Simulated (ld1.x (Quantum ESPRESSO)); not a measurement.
## Reading a pseudo-wave (Al (Z = 13))

Columns: radius, all-electron u(r) and pseudo u(r) of the 3s shell (level -7.77 eV) of aluminium in the configuration [Ne] 3s2 3p1; PW91, non-relativistic, TM scheme, ld1.x (Quantum ESPRESSO) 7.5.

```
r (bohr)  all-electron  pseudo
   0.125        0.0765  0.0249
   0.250       -0.1688  0.0511
   0.375       -0.2886  0.0799
   0.500       -0.2758  0.1126
   0.625       -0.1839  0.1506
   0.750       -0.0564  0.1952
   0.875        0.0794  0.2472
   1.000        0.2083  0.3062
   1.125        0.3227  0.3708
   1.250        0.4195  0.4377
   1.375        0.4984  0.5024
   1.500        0.5606  0.5601
   1.625        0.6077  0.6068
   1.750        0.6411  0.6408
   1.875        0.6622  0.6622
   2.000        0.6729  0.6729
   2.125        0.6745  0.6745
   2.250        0.6686  0.6686
   2.375        0.6566  0.6566
   2.500        0.6397  0.6397
   2.625        0.6191  0.6191
   2.750        0.5956  0.5956
   2.875        0.5701  0.5701
   3.000        0.5433  0.5433
   3.125        0.5156  0.5156
   3.250        0.4877  0.4877
```

Q: How many radial nodes do the two functions have?

A: The all-electron 3s function has n − l − 1 = 2; the pseudo-wave has 0, since the states of the same l below it are removed with the core.

Q: At about which radius was the pseudo-wave matched?

A: 2.05 bohr. The columns agree to 0.0005 from 1.75 bohr on; several derivatives are matched, so the curves merge somewhat inside the radius.

Q: Is the pseudo-wave norm-conserving?

A: Yes: the TM scheme keeps the norm inside the radius equal to the all-electron one, which fixes the energy derivative of the logarithmic derivative at the level.
